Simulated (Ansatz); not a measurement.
`[SiH3][S][GeH3]` + `[GeH3][SeH]` → `[GeH3][Se][GeH3]` + `[SiH3]S`  (ligand exchange at a Ge–S bond)

Gas-phase electronic energies from Ansatz, PBE0-D4/def2-TZVP geometries. CCSD(T)/CBS is the MP2 limit (def2-TZVPP, def2-QZVPP) plus CCSD(T) − MP2 in def2-TZVPP, frozen cores. DFT in def2-TZVPP. B3LYP here is the variant with VWN-RPA as its local correlation; programs differ in this. For Ge, Se outer-core shells are correlated without core-valence functions, which leaves a few kJ/mol of doubt a bond. Scalar relativity is left out up to krypton.

`[SiH3][S][GeH3]`:

Cartesian coordinates in Å:
```
Si 0.209 -0.306 1.598
S -0.167 1.411 0.393
Ge -0.222 0.400 -1.590
H -0.878 -1.309 1.453
H 0.273 0.170 3.001
H 1.495 -0.951 1.224
H -0.501 1.509 -2.611
H -1.342 -0.652 -1.602
H 1.131 -0.273 -1.866
```

`[GeH3][SeH]`:

Z-matrix (Å, degrees):
```
Ge
Se 1 2.357
H 1 1.536 2 110.4
H 1 1.536 2 110.4 3 121.8
H 1 1.533 2 104.9 3 -119.1
H 2 1.469 1 93.0 3 -60.2
```

`[GeH3][Se][GeH3]`:

Cartesian coordinates in Å:
```
Ge -0.497 0.826 1.451
Se 1.297 0.969 -0.066
Ge 0.556 -0.782 -1.454
H -1.824 1.094 0.724
H -0.238 1.900 2.515
H -0.534 -0.571 2.090
H -0.826 -0.443 -2.036
H 0.469 -2.089 -0.650
H 1.597 -0.904 -2.574
```

`[SiH3]S`:

Cartesian coordinates in Å:
```
Si -0.427 -0.099 0.295
S 1.617 -0.242 -0.315
H -0.791 1.292 0.666
H -0.532 -0.983 1.479
H -1.349 -0.567 -0.771
H 1.482 0.599 -1.354
```

| level | ΔE (kJ/mol) |
| --- | --- |
| revPBE-D4 | -9.3 |
| B3LYP-D4 | -11.3 |

Problem. What does CCSD(T)/CBS give? (Estimate.)

Solution. Ansatz gave: -12.2 kJ/mol. The listed levels differ from it by 2.9, 0.9 kJ/mol.

Largest T1 diagnostic among the species: 0.011.

Leaving LDA and LC-ωPBE aside and taking each functional with its dispersion term where it has one, the values, not all of them listed here, spread over 6.6 kJ/mol, from BHLYP-D4 to B97M-V.
